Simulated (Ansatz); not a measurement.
Spectroscopic constants of MnCl, multiplicity 7 (the spin of the measured ground state). No spin–orbit coupling. Mn is treated without relativity.

D_e counts from the fitted minimum to each atom's lowest state at the same level, without counterpoise.

Programs: Ansatz (an electronic-structure program) with Gaussian orbitals. 

Problem. What bond energy D_e does r2SCAN/def2-TZVPP give?

Solution. 97.1 kcal/mol

Problem. Estimate the bond energy D_e that CAM-B3LYP/def2-TZVPP returns for this input.

Solution. 80.4 kcal/mol

Problem. What is the computed bond energy D_e (PBE/def2-TZVPP)?

Solution. 92.5 kcal/mol
